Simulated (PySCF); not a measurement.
Screening by computed properties: pick the candidate that meets the target.

Species are written as SMILES; each is one conformer at its optimised geometry, gas phase, non-relativistic unless stated; the electronic structure was computed with PySCF and density fitting.

Dipoles, sizes and rotational constants follow the conformer. The torsions of the flexible species, by atom-mapped SMILES:
- `[CH3:1][O:2][C@H:3]([C:4]#[N:5])[CH2:6][CH:7]=[O:8]`: C1–O2–C3–C4 -66°, O2–C3–C6–C7 -160°, C3–C6–C7–O8 7°
- `[CH2:1]=[C:2]([C:3]([CH3:4])=[O:5])[C:6]([NH2:7])=[O:8]`: C1–C2–C3–C4 0°, C1–C2–C6–N7 180°, H–N7–C6–C2 0°, H–N7–C6–C2 180°
- `[CH3:1][SiH2:2][SiH2:3][CH:4]([CH3:5])[CH3:6]`: C1–Si2–Si3–C4 59°, Si2–Si3–C4–C5 180°
- `[CH3:1][O:2][C@@:3]1([CH3:4])[O:5][C@H:6]1[C:7]#[N:8]`: C1–O2–C3–C4 -86°
- `[O:1]=[CH:2][NH:3][C:4]1=[CH:5][CH2:6][O:7][CH2:8]1`: O1–C2–N3–C4 0°, C2–N3–C4–C5 180°
- `[CH3:1][C@@H:2]([C:3]#[N:4])[C@@H:5]1[O:6][C@H:7]1[F:8]`: C1–C2–C5–O6 150°
- `[NH2:1][C:2](=[O:3])[C@@H:4]1[CH:5]=[CH:6][CH2:7][O:8]1`: N1–C2–C4–C5 119°, H–N1–C2–O3 -176°, H–N1–C2–O3 -4°
- `[CH3:1][C@@H:2]([SH:3])[CH2:4][C:5]([F:6])([F:7])[F:8]`: C1–C2–C4–C5 69°, C2–C4–C5–F6 -74°, H–S3–C2–C1 -61°

Question: Wanted: lowest singlet excitation between 4 eV and 5 eV (TDDFT PBE0/def2-SVPD) and HOMO–LUMO gap below 7.4 eV (PBE0/def2-SVPD), at GFN2-xTB geometries. Which candidate meets both?
A. `O=CNC1=CCOC1`
B. `CO[C@@]1(C)O[C@H]1C#N`
C. `C(=O)(C)C(=C)C(=O)N`
D. `C[C@@H](C#N)[C@@H]1O[C@H]1F`
E. `C[SiH2][SiH2]C(C)C`
F. `CO[C@H](C#N)CC=O`

Answer: F. Computed values:
```csv
species,lowest singlet excitation,HOMO–LUMO gap
C(=O)(C)C(=C)C(=O)N,3.67 eV,5.16 eV
CO[C@H](C#N)CC=O,4.42 eV,6.85 eV
O=CNC1=CCOC1,5.22 eV,5.96 eV
C[SiH2][SiH2]C(C)C,6.75 eV,7.86 eV
CO[C@@]1(C)O[C@H]1C#N,6.94 eV,8.20 eV
C[C@@H](C#N)[C@@H]1O[C@H]1F,7.77 eV,9.17 eV
```

Question: Wanted: electronic spatial extent ⟨r²⟩ about the centre of nuclear charge between 1020 bohr² and 1070 bohr² (PBE0/def2-SVPD) and dipole moment above 2 D (PBE0/def2-SVPD), at GFN2-xTB geometries. Which candidate meets both?
A. `NC(=O)[C@@H]1C=CCO1`
B. `[C@H](C)(S)CC(F)(F)F`
C. `C[C@@H](C#N)[C@@H]1O[C@H]1F`
D. `C=C(C(C)=O)C(N)=O`
E. `C[SiH2][SiH2]C(C)C`
F. `CO[C@]1(O[C@H]1C#N)C`
G. `N#C[C@H](CC=O)OC`

Answer: G. Computed values:
```csv
species,electronic spatial extent ⟨r²⟩ about the centre of nuclear charge,dipole moment
NC(=O)[C@@H]1C=CCO1,883 bohr²,3.45 D
CO[C@]1(O[C@H]1C#N)C,944 bohr²,4.60 D
C=C(C(C)=O)C(N)=O,987 bohr²,3.03 D
N#C[C@H](CC=O)OC,1062 bohr²,4.00 D
C[C@@H](C#N)[C@@H]1O[C@H]1F,1087 bohr²,4.32 D
C[SiH2][SiH2]C(C)C,1333 bohr²,1.05 D
[C@H](C)(S)CC(F)(F)F,1363 bohr²,1.61 D
```

Question: Wanted: lowest triplet excitation (Tamm–Dancoff) between 4.6 eV and 5.9 eV (TDA PBE0/def2-SVPD) and HOMO energy above -7.4 eV (PBE0/def2-SVPD), at GFN2-xTB geometries. Which candidate meets both?
A. `CO[C@]1(O[C@H]1C#N)C`
B. `C[C@@H](C#N)[C@@H]1O[C@H]1F`
C. `C=C(C(C)=O)C(N)=O`
D. `N#C[C@H](CC=O)OC`
E. `NC(=O)[C@@H]1C=CCO1`
F. `[C@H](C)(S)CC(F)(F)F`
G. `C[SiH2][SiH2]C(C)C`

Answer: F. Computed values:
```csv
species,lowest triplet excitation (Tamm–Dancoff),HOMO energy
C=C(C(C)=O)C(N)=O,3.27 eV,-7.55 eV
N#C[C@H](CC=O)OC,3.77 eV,-8.13 eV
NC(=O)[C@@H]1C=CCO1,4.28 eV,-6.86 eV
[C@H](C)(S)CC(F)(F)F,4.96 eV,-7.20 eV
CO[C@]1(O[C@H]1C#N)C,5.82 eV,-8.39 eV
C[SiH2][SiH2]C(C)C,6.04 eV,-7.78 eV
C[C@@H](C#N)[C@@H]1O[C@H]1F,6.45 eV,-9.10 eV
```
